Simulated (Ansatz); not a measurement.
`S=C1C[Se]1`, relaxed with RKS PBE-D4/def2-SVP in the Gaussian-basis code of Ansatz from a rough embedded geometry. The force threshold is 0.03 eV/Å; the program also tests the step.

Charge 0, multiplicity 1.

Start:

```xyz
6

S    -2.023    0.756   -0.660
C    -0.738    0.048   -0.456
C     0.562    0.014    0.233
Se    0.357   -1.634   -0.136
H     0.464    0.251    1.344
H     1.377    0.564   -0.325
```

How much energy does the relaxation release, and in how many steps? (Best estimate.)

Computed: 163.76 kJ/mol, in 6 steps, 1 of them rejected.

Which bonds change most? (An estimate is asked.)

The calculation gave: C3–Se4 from 1.701 to 2.008 Å; S1–C2 from 1.481 to 1.608 Å; C2–Se4 from 2.032 to 1.923 Å; C3–H5 from 1.140 to 1.106 Å.

Give the relaxed structure. (Best estimate.)

The calculation gave: 
```xyz
6

S    -2.069    0.694   -0.806
C    -0.715   -0.034   -0.333
C     0.591    0.137    0.298
Se    0.168   -1.741   -0.273
H     0.632    0.304    1.390
H     1.392    0.640   -0.275
```
